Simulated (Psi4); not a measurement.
The Psi4 input:
```
memory 2 GB

molecule mol {
-1 2
  I     2.692063   -1.285598   -0.117494
  Si    0.119470   -0.024460    0.390867
  I    -1.353361   -1.642995   -0.897413
  I    -1.718574    0.987714    2.104518
  I     0.348314    1.947341   -1.192858
}

set basis def2-tzvp
set reference uks

energy('b3lyp')
print_variables()
```

Problem. What does this run give for the number of basis functions, <S^2>, total energy?

Solution. 
```yaml
number_of_basis_functions: 237
"<S^2>": 0.755
total_energy: -1480.961381 Ha
```

A gas-phase anion may not be bound at this level; its values then depend on the basis.

These values belong to the state on which the SCF converged, which isn't shown to be the lowest.
